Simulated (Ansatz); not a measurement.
The same path of AlCl3H2O (7 atoms, charge 0, multiplicity 1) was run 3 times with different band settings. Lost on the way: Cl6–H7. Made: O2–H7.

Method: RKS BHLYP/def2-SVP (Ansatz).

Relaxed end points:

```xyz
7
Properties=species:S:1:pos:R:3
Al -0.027 0.138 0.106
O -0.145 -0.042 1.813
H -0.503 -0.761 2.322
Cl 1.719 -0.492 -0.856
Cl -1.796 0.218 -1.008
Cl 0.450 2.497 0.843
H 0.217 1.731 1.887
```

```xyz
7
Properties=species:S:1:pos:R:3
Al 0.149 0.601 -0.050
O 0.007 0.087 1.822
H -0.806 -0.375 2.048
Cl 1.768 -0.488 -0.818
Cl -1.789 -0.019 -0.627
Cl 0.450 2.667 0.293
H 0.136 0.816 2.438
```

Common settings: movable images 9; climbing image yes; optimiser quadratic models (default); start path through a guess of the saddle point; force threshold 0.05 eV/Å; end points relaxed.

| run | spring | iteration limit |
| --- | --- | --- |
| 1 | 5.0 eV/Å² | 60 |
| 2 | 0.1 eV/Å² | 60 |
| 3 | 5.0 eV/Å² | 10 |

Question: What does each run give, and how far can it be trusted?

Answer: Run 1: converged after 13 iterations, highest image 0.009 eV above the first end. A vibrational analysis at the climbing image gives one clearly imaginary mode, 286i cm⁻¹: a first-order saddle point.
Run 2: converged after 16 iterations, highest image 0.009 eV above the first end. Another band between the same ends (9 images) ends at a top of the same energy, where a vibrational analysis finds 1 clearly imaginary mode.
Run 3: not converged after 10 iterations, highest image 0.010 eV above the first end. The band didn't meet its force threshold, so its energies are provisional: the largest band force was still 0.14 eV/Å, and over the last iterations the top stayed at 0.01 eV.
The orbitals stay closed-shell, which can raise the energy where a bond breaks towards radicals; this wasn't checked here.
